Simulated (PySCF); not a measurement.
Atom-mapped SMILES (the numbers label the heavy atoms): `[OH:1][SiH2:2][O:3][SiH:4]([O:5][SiH3:6])[O:7][SiH3:8]`. Each H is labelled by its parent atom.

Method: σ from GIAO-HF/pcSseg-1, structure optimised with PBE0-D3(BJ)/def2-SVP, in PySCF 2.14.0 with density-fitted response routines (non-relativistic Hamiltonian, one computed conformer, isolated molecule, rapidly exchanging positions averaged).

Shifts are taken against calculated references (same method and geometry level): ¹H, ²⁹Si vs TMS; H2O for ¹⁷O.

| atoms | nucleus | count | δ (ppm) |
| --- | --- | --- | --- |
| O5/O7 | ¹⁷O | 2 | ? |
| H(O1) | ¹H | 1 | 2.22 |
| H(Si6)/H(Si8) | ¹H | 6 | 4.55 |
| O1 | ¹⁷O | 1 | 43.2 |
| Si4 | ²⁹Si | 1 | -76.3 |
| O3 | ¹⁷O | 1 | 78.2 |
| H(Si4) | ¹H | 1 | 3.70 |
| H(Si2) | ¹H | 2 | ? |
| Si6/Si8 | ²⁹Si | 2 | ? |
| Si2 | ²⁹Si | 1 | -40.0 |

**Question.** Fill in the missing shifts.

**Answer.** 
- H(Si2): 4.39 ppm, hydrogen on a silicon bonded to 2 O
- O5/O7: 33.2 ppm, oxygen bonded to 2 Si
- Si6/Si8: -44.3 ppm, silicon bonded to O, 3 H

OH/NH shifts are gas-phase values; hydrogen bonding in solution moves them, usually downfield. Experimental scales use liquid or dissolved standards, which lie at an offset from isolated H2O (liquid H2O: subtract about 36 ppm).
